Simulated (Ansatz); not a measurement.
Input for Ansatz (a first-principles code): R-B2PLYP/def2-TZVPP on H2 (SMILES [H][H]).

Ansatz 0.2 input:
```yaml
crystal:
  periodic: [false, false, false]
  atoms:
    - {symbol: H, position_ang: [0.00000000, 0.00000000, 0.37198582]}
    - {symbol: H, position_ang: [-0.00000000, -0.00000000, -0.37198582]}
basis:
  gaussian:
    orbitals: def2-TZVPP
hamiltonian:
  xc: {name: B2PLYP}
magnetization: {spin_polarized: false}
correlation: {electrons: outside_noble_gas}
scf: {lower_state_search: off}
```

### Question
Predict the final total energy.

### Answer
-1.1699 hartree.
